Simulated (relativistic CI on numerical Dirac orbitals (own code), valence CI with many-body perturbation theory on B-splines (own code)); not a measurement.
**Ge: a short configuration list, a large CI and many-body theory against measured levels**

Six calculations, all with the Dirac-Coulomb Hamiltonian. A to C use 14 configurations on KLI orbitals optimised for each, with Breit and QED terms: A ab initio, B with Slater integrals scaled by 0.85, C with the P86 correlation functional added as well. Their list is 4s2 4p2, 4s2 4p 5s, 4s 4p3, 4s2 4p 5p, 4s2 4p 4d, 4s2 4p 6s, 4s2 4p 6p, 4s2 4p 5d, 4s2 4p 4f, 4s2 4p 6d, 4s2 4p 5f, 4s2 4d2, 4s2 4p 6f, 4p4. D to F correlate the 4 valence electrons outside the frozen Dirac-Fock core [Ar] 3d10 of the bare core ion, in 81 B-spline orbitals (527,041 selected states over all symmetries, the rest in second order). F holds the one-electron core-valence potential Σ₁, the screening Σ₂ of the valence interaction, a three-electron term, Breit and QED; D (none of these) and E (Σ₁ alone) are solved again in the space of F. The core's calculated polarisability is 0.763 bohr³.

Computed minus measured energy above the ground level, in cm⁻¹, for 14 of the 23 excited levels that pair with a measured one in all six and keep their character from D to F (pairs that miss by over 12,000 cm⁻¹ in F, or 15,000 in both A and B, are taken as false; terms as labelled in the source; one J of a term):

```csv
Configuration,Term,J,Measured,A,B,C,D,E,F
4s2 4p2,3P,1,557,-59,-38,-38,-46,18,6
4s2 4p2,1D,2,7125,2100,916,914,-147,164,-18
4s2 4p2,1S,0,16367,-1381,-2745,-2645,-366,227,-61
4s2 4p 5s,3P°,0,37452,-241,-1318,2406,-848,1043,-64
4s2 4p 5s,1P°,1,40021,100,-1110,2648,-944,1086,-83
4s 4p3,5S°,2,41927,-9752,-5335,-4696,-3523,-1708,-262
4s2 4p 5p,3D,2,46834,-1315,-2429,2101,-1023,995,-111
4s2 4p 5p,3P,0,47503,-1365,-2562,1964,-1032,957,-120
4s2 4p 4d,3D°,1,48963,-2144,-2444,1559,-1840,403,-205
4s2 4p 5p,3S,1,49076,-1356,-2580,1946,-1123,1020,-121
4s2 4p 5p,1D,2,49650,-1246,-2587,1956,-1114,1009,-113
4s2 4p 4d,3F°,3,50323,-1441,-2302,2109,-1636,706,-191
4s2 4p 4d,3P°,2,51438,-1550,-2526,1860,-1519,805,-167
4s2 4p 4d,1F°,3,52592,-794,-2259,2417,-1261,1016,-135
```

Mean absolute errors, in cm⁻¹:

```tsv
Levels	A	B	C	D	E	F
all, 23	1471	2112	2009	1151	808	117
4s2 4p2, 4	917	950	924	165	112	24
4s2 4p 5s, 4	196	1258	2475	905	1064	72
4s2 4p 5p, 7	1288	2532	2007	1095	1001	117
4s2 4p 4d, 7	1516	2382	1981	1571	739	175
```

Measured levels: NIST Handbook of Basic Atomic Spectroscopic Data (Sansonetti and Martin, J. Phys. Chem. Ref. Data 34, 1559 (2005)). The scale of B and the settings of D to F were settled with such spectra in view, so this is no blind test.

From closest to farthest the columns rank F (117), E (808), D (1151), A (1471), C (2009), B (2112); over all 31 levels that F pairs, its error is 127. Inside the ground configuration the errors are A 917, B 950, C 924, D 165, E 112, F 24. The configuration that the core terms move most is 4s 4p3: its mean error is -3523 in D, and Σ₁, Σ₂, the three-electron term, and Breit with QED change it by +1815, +1516, +22 and -93, to -262 in F. In A 4s 4p3, 4s2 4p 4d lie too low on average. The largest residue of F is in 4s 4p3 (262). The run behind D to F took about 10 min of CPU with its rates, the short lists 2 s (one thread, shared hosts). The ionisation energy is 7.757 eV in D, 8.025 in E and 7.880 in F, against 7.899 eV in NIST ASD (measured).
